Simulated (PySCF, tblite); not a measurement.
Isomers of C9H11N. All values are computed: GFN2-xTB (tblite) harmonic vibrations without scaling, gas phase. Against measured fundamentals such values can be off by several per cent, at times by over 20. One conformer each.

Electronic energies: PBE0/pcSseg-1 single points on the GFN2-xTB geometries (PySCF, gas phase).

| SMILES | electronic energy, lowest = 0 (kcal/mol) |
| --- | --- |
| c1ccc(C2CCC2)nc1 | 0.0 |
| C/C=C\Cc1ccncc1 | 1.0 |
| C=Cc1ccccc1NC | 0.0 |

Task: How do GFN2-xTB zero-point energies change the relative energies?

Result: 
```
          SMILES  ZPE (kcal/mol)  of it from modes above 1550 cm⁻¹  electronic (kcal/mol)  with ZPE, lowest = 0 (kcal/mol)  lowest mode (cm⁻¹)  rings
c1ccc(C2CCC2)nc1           110.6                              52.2                    0.0                              1.9                  18      2
   C=Cc1ccccc1NC           108.6                              55.5                    0.0                              0.0                  80      1
 C/C=C\Cc1ccncc1           108.8                              54.7                    1.0                              1.2                  17      1
```

The zero-point energies span 2.0 kcal/mol, from `C=Cc1ccccc1NC` to `c1ccc(C2CCC2)nc1`. With it `C=Cc1ccccc1NC` becomes the lowest.

Task: And how do the electronic energies of GFN2-xTB itself compare?

Result: `c1ccc(C2CCC2)nc1` 0.0; `C=Cc1ccccc1NC` 12.8; `C/C=C\Cc1ccncc1` 11.0 kcal/mol, lowest = 0. Against the energies above, taken from the same isomer `c1ccc(C2CCC2)nc1`, the largest difference is 12.8 kcal/mol.
